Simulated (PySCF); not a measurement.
Isomers of C6H14P2, from PBE0-D3(BJ)/def2-SVP geometry optimisation, gas phase (PySCF 2.14.0). One conformer each, no zero-point energy, no frequencies.

Problem. Which is lower in electronic energy at this level?
A. `[CH2:1]=[CH:2][CH2:3][P@:4]([CH3:5])([PH2:6])=[CH:7][CH3:8]` with C1–C2–C3–P4 -104°, C2–C3–P4–C5 175°, C3–P4–P6–H -179° and -86°: A = 1604, B = 1003, C = 833.2 MHz, dipole 1.29 D
B. `[CH2:1]=[P@:2]([CH3:3])(/[CH:4]=[CH:5]/[CH3:6])[CH2:7][PH2:8]` with C1–P2–C4–C5 113°, C1–P2–C7–P8 -50°, P2–C7–P8–H 85° and 180°: A = 2827, B = 654.8, C = 633.6 MHz, dipole 3.62 D

Solution. A. That is `C=CC[P@](C)(P)=CC`, 2.7 kcal/mol below the other.

| SMILES | mapped SMILES | E (Eh) | relative (kcal/mol) | relative (kJ/mol) | dipole (D) |
| --- | --- | --- | --- | --- | --- |
| C=CC[P@](C)(P)=CC | [CH2:1]=[CH:2][CH2:3][P@:4]([CH3:5])([PH2:6])=[CH:7][CH3:8] | -918.78326 | 0.0 | 0.0 | 1.29 |
| C=[P@](C)(/C=C/C)CP | [CH2:1]=[P@:2]([CH3:3])(/[CH:4]=[CH:5]/[CH3:6])[CH2:7][PH2:8] | -918.77904 | 2.7 | 11.1 | 3.62 |
